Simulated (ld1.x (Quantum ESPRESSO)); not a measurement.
## Hg PAW: all-electron and pseudo phase curves

mercury (Hg), PAW, made with ld1.x (Quantum ESPRESSO) 7.5 (PBE, fully relativistic). Core [Kr] 4d10 4f14, reference 5s2 5p6 5d10 6s1.5 6p0 (charge +0.5). Waves: 5s (bound): rcut 1.40, rcutus 1.50 bohr; 6s (bound): rcut 1.40, rcutus 1.50 bohr; 5p (bound): rcut 1.35, rcutus 1.60 bohr; 6p (bound, empty): rcut 1.35, rcutus 1.60 bohr; 5d (bound): rcut 2.05, rcutus 2.20 bohr; 5d channel at 0.2 Ry: rcut 2.05, rcutus 2.20 bohr; 5f channel at 0.3 Ry: rcut 1.70, rcutus 2.20 bohr; 5f channel at 1.7 Ry: rcut 1.70, rcutus 2.20 bohr. Local part: all-electron potential smoothed inside 1.15 bohr (lloc = -2). Core correction: a·sin(br)/r model core, default radius (ld1.x builds one for every PAW set, though the input has nlcc=.false.). Augmentation charge: PSQ, inside the norm-conserving radii.

Open shells are filled in proportion to 2j + 1 (rel_dist='average').

The phase is arctan(r·u′/u) with u = r·R(r), unwrapped; energies in Ry, scanned from -11 to 5 Ry. A pole is an energy at which the radial function vanishes at the test radius. The pseudo phase is shifted by a multiple of π to meet the all-electron one at the reference energy, and phase errors are pseudo minus all-electron; the curves can meet again beyond the range given. Levels narrower than the energy grid can be missing from the lists of poles.

```csv
channel,radius (bohr),reference energy (Ry),"poles, all-electron","poles, pseudo",unbroken range about the reference energy with phases within 0.05 rad,phase error 1 Ry above the reference energy (rad)
p1/2,2.40,-0.35,"-6.16, 3.20","-6.16, 3.24",the whole range,+0.001
p3/2,2.40,-0.28,"-4.78, 4.08","-4.78, 4.09",the whole range,+0.000
d3/2,2.40,-1.13,-0.74,"-2.16, -0.75, 2.62",-1.3 to 1.0,-0.002
d5/2,2.40,-0.99,-0.54,"-4.68, -0.55, 3.00",-3.2 to 1.2,-0.000
f5/2,2.40,0.30,3.84,3.69,-7.5 to 4.0,-0.000
f7/2,2.40,0.30,3.88,3.74,below 4.2,-0.000
```

The ghost test of this file was not conclusive.

Phases in the f5/2 channel:

```
E (Ry)  all-electron  pseudo
-11.00         1.450   1.450
-10.52         1.447   1.447
-10.04         1.445   1.444
 -9.56         1.442   1.442
 -9.08         1.439   1.438
 -8.60         1.435   1.435
 -8.12         1.432   1.432
 -7.64         1.427   1.428
 -7.16         1.424   1.424
 -6.68         1.419   1.419
 -6.20         1.414   1.414
 -5.72         1.409   1.409
 -5.24         1.403   1.402
 -4.76         1.396   1.395
 -4.28         1.388   1.388
 -3.80         1.379   1.379
 -3.32         1.369   1.368
 -2.84         1.357   1.356
 -2.36         1.342   1.342
 -1.88         1.324   1.324
 -1.40         1.301   1.301
 -0.92         1.271   1.271
 -0.44         1.230   1.230
  0.04         1.167   1.167
  0.52         1.063   1.063
  1.00         0.853   0.853
  1.48         0.318   0.318
  1.96        -0.654  -0.654
  2.44        -1.179  -1.180
  2.92        -1.390  -1.395
  3.40        -1.502  -1.513
  3.88        -1.577  -1.607
  4.36        -1.637  -1.752
  4.84        -1.695  -3.947
```
